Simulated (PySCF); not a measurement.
A calculated (UHF, PySCF 2.14, ANO-RCC-VTZP, the spin-free X2C one-electron Hamiltonian (Gaussian nucleus)) atom or ion has these occupied shells.

```json
{"shell": "1s α", "electrons": "1", "orbital energy (eV)": "-1617.6", "rms radius, mean of both spins (bohr)": "0.139"}
{"shell": "1s β", "electrons": "1", "orbital energy (eV)": "-1617.4", "rms radius, mean of both spins (bohr)": "0.139"}
{"shell": "2s α", "electrons": "1", "orbital energy (eV)": "-155.78", "rms radius, mean of both spins (bohr)": "0.676"}
{"shell": "2s β", "electrons": "1", "orbital energy (eV)": "-155.58", "rms radius, mean of both spins (bohr)": "0.676"}
{"shell": "2p α", "electrons": "3", "orbital energy (eV)": "-109.67", "rms radius, mean of both spins (bohr)": "0.670"}
{"shell": "2p β", "electrons": "3", "orbital energy (eV)": "-109.30", "rms radius, mean of both spins (bohr)": "0.670"}
{"shell": "3p α", "electrons": "1", "orbital energy (eV)": "-21.537", "rms radius, mean of both spins (bohr)": "2.77"}
```

Question: Name the element and its charge.

Answer: Al²⁺ (aluminium, charge +2), in [Ne] 3p1, 2P determinant (an excited configuration).
